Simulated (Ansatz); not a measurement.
`[SiH3]CCI` → `[SiH3]CI` + `[CH2]` (triplet) at 400 K and 1 bar (formal loss of a carbene).

Isolated molecules relaxed with PBE0-D4/def2-TZVP in Ansatz; ΔE leaves out vibrations. CCSD(T)/CBS adds triple-zeta CCSD(T) − MP2 to the extrapolated MP2 energy (def2 sets, frozen cores). This one scheme is used for every species. Triplets are unrestricted, without spin–orbit coupling. def2 core potentials past Kr. For I outer-core shells are correlated without core-valence functions, which leaves a few kJ/mol of doubt a bond. One conformer a species, not always the lowest.

```csv
species,CCSD(T)/CBS energy (Eh),H − E (kJ/mol),S (J/(mol·K))
`[SiH3]CCI`,-666.83625,242.2,382.6
`[SiH3]CI`,-627.57596,161.2,341.6
`[CH2]` (triplet),-39.09499,59.0,205.7
```

H − E and S are ideal-gas, rigid-rotor, harmonic terms from PBE0-D4/def2-TZVP, for one conformer and one mirror image of each species, with the whole ground term of open shells counted as degenerate. 1 Eh = 2625.50 kJ/mol, R = 8.31446 J/(mol·K).

Q: By hand: ΔE, ΔH, ΔS and ΔG.

A: ΔE = (-627.57596) + (-39.09499) − (-666.83625) = 0.16530 Eh = 434.0 kJ/mol. Δ(H − E) = 161.2 + 59.0 − 242.2 = -22.0, so ΔH = 412.0 kJ/mol. ΔS = 341.6 + 205.7 − 382.6 = 164.7 J/(mol·K). ΔG = 412.0 − 400 × (164.7)/1000 = 346.1 kJ/mol.

Q: By hand: the equilibrium constant, and the temperature at which ΔG would vanish if ΔH and ΔS stayed fixed.

A: log₁₀ K = −ΔG/(RT ln 10) = -45.2. ΔG = 0 at ΔH/ΔS = 2502 K, far beyond where these terms or the molecules hold.

The number of gas molecules changes by +1, which sets the sign of ΔS. A doubt of 5 kJ/mol in ΔE shifts log₁₀ K by 0.7 here. Other conformers and mirror images would add mixing entropy, several J/(mol·K) or more a flexible species. A triplet takes part, so the spin changes. These are equilibria of isolated gas molecules and say nothing of rates. Largest T1 diagnostic: 0.011 (customary marks: 0.02 for closed shells, 0.045 for open ones).
